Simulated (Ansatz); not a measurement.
`O[SiH](F)[AlH2]` and `F[SiH]([AlH2])S` differ in one element.

Ansatz, PBE0-D4/def2-TZVP geometries, multiplicity 1. Each molecule was computed in one conformer, which needn't be the lowest.

| property | `O[SiH](F)[AlH2]` |
| --- | --- |
| LUMO energy (PBE0/def2-TZVPP) / eV | -2.19 |
| HOMO–LUMO gap (PBE0/def2-TZVPP) / eV | 5.38 |
| HOMO–LUMO gap (ωB97M-V/def2-TZVPP) / eV | 9.05 |
| HOMO–LUMO gap (PBE/def2-TZVPP) / eV | 3.43 |
| HOMO energy (PBE/def2-TZVPP) / eV | -6.40 |
| HOMO energy (ωB97M-V/def2-TZVPP) / eV | -9.59 |

Problem. What does the change do to each property? (Best estimate.)

Solution. Ansatz gave: 
| property | `F[SiH]([AlH2])S` | shift |
| --- | --- | --- |
| LUMO energy (PBE0/def2-TZVPP) / eV | -0.94 | 1.25 |
| HOMO–LUMO gap (PBE0/def2-TZVPP) / eV | 6.20 | 0.82 |
| HOMO–LUMO gap (ωB97M-V/def2-TZVPP) / eV | 10.01 | 0.96 |
| HOMO–LUMO gap (PBE/def2-TZVPP) / eV | 4.27 | 0.84 |
| HOMO energy (PBE/def2-TZVPP) / eV | -6.09 | 0.31 |
| HOMO energy (ωB97M-V/def2-TZVPP) / eV | -9.11 | 0.48 |

With PBE0 the HOMO rises by 0.42 eV and the LUMO rises by 1.25 eV, so the gap widens by about 0.83 eV. PBE moves the HOMO by 0.31 eV and ωB97M-V by 0.48 eV.
